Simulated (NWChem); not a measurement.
SiNH₃OClF; SMILES [Si@@](N)(Cl)(O)F

```xyz
8

N     -0.4798     1.1747    -1.3664
Si     0.0286     0.3299     0.0192
O      1.5922     0.6542     0.3868
F     -0.9790     0.7880     1.1930
Cl    -0.0786    -1.7135    -0.0671
H      0.0093     1.0508    -2.2458
H     -1.4716     1.3254    -1.5156
H      1.8316     1.5866     0.3666
```
Atoms are numbered in this order, from 1.

Program: NWChem. The geometry was optimised at PBE0/def2-SVP. Vertical excitations in the gas phase; the lowest state need not have the same character in each row.

### Question
Among these, which level gives the lowest value of “lowest excitation, singlet (eV)”?
A) Hartree-Fock/def2-SVP, TDHF
B) PBE/def2-SVP, full TDDFT
C) B3LYP/def2-SVP, full TDDFT

### Answer
B, PBE/def2-SVP, full TDDFT. Values: PBE/def2-SVP, full TDDFT 6.60; B3LYP/def2-SVP, full TDDFT 7.18; Hartree-Fock/def2-SVP, TDHF 8.83
